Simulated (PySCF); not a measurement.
B(H)(F)(OEt) (C2H6BFO), SMILES C(C)OBF. Atoms are numbered in the order given.

```xyz
11

B     -1.0400     0.9618    -0.1475
H     -2.1642     1.3198    -0.3803
F     -0.0155     1.7626    -0.4574
O     -0.8253    -0.2323     0.4218
C      0.4820    -0.7345     0.7127
C      1.0280    -1.5377    -0.4552
H      1.1593     0.0981     0.9633
H      0.3771    -1.3691     1.6061
H      1.1750    -0.8957    -1.3378
H      1.9996    -1.9843    -0.1910
H      0.3349    -2.3489    -0.7262
```

Geometry optimised at B3LYP-D3(BJ)/def2-SVP. The structure was generated by enumeration, and PubChem lists no compound with its InChIKey, so it may never have been made. One conformer was computed; it need not be the lowest.

Computed with PBE/pcSseg-1 in PySCF.

GIAO shieldings, no solvent; atoms listed in one row are averaged. δ = σ(ref) − σ: ¹¹B against BF3 (σ = 83.9 ppm); ¹H against TMS (σ = 31.49 ppm); ¹⁹F against CFCl3 (σ = 133.6 ppm); ¹⁷O against H2O (σ = 334.3 ppm); ¹³C against TMS (σ = 182.0 ppm), references at their B3LYP-D3(BJ)/def2-TZVP geometries, non-relativistic.

Computed chemical shifts:
| nucleus | atoms | count | δ (ppm) |
|---|---|---|---|
| ¹¹B | B1 | 1 | 11.2 |
| ¹H | H7 | 1 | 4.87 |
| ¹H | H2 | 1 | 4.55 |
| ¹H | H8 | 1 | 4.11 |
| ¹H | H9, H10, H11 | 3 | 1.57 |
| ¹⁹F | F3 | 1 | -103.7 |
| ¹⁷O | O4 | 1 | 179.4 |
| ¹³C | C5 | 1 | 65.8 |
| ¹³C | C6 | 1 | 22.4 |
